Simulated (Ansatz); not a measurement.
Consider the ligand exchange at the Si–C bond: `CC(Cl)[SiH2]N` + `N[SiH](O)F` → `N[SiH2]O[SiH](N)F` + `CCCl`.

Computed with Ansatz on PBE0-D4/def2-TZVP structures; ΔE is electronic, products minus reactants. CBS: MP2 limit from def2 TZ/QZ plus the TZ coupled-cluster correction, frozen cores. This one scheme is used for every species. DFT in def2-TZVPP. Each species was taken in one conformer, which may not be the lowest.

```
 level  ΔE (kJ/mol)
B2PLYP       -136.7
  PBE0       -126.5
```

(1) What does CCSD(T)/CBS give? (An estimate is asked.)

Largest T1 diagnostic among the species: 0.011.

## Answers

(1) The calculation gave: -131.7 kJ/mol. The listed levels differ from it by -5.0, 5.2 kJ/mol.

In def2-TZVPP, CCSD(T) changes the Hartree–Fock value by +23.7 kJ/mol (the triples alone add +3.6 kJ/mol) and MP2 by +24.5 kJ/mol. From PBE to PBE0 (25 % exact exchange), in def2-TZVPP and without D4, ΔE moves by −6.2 kJ/mol.
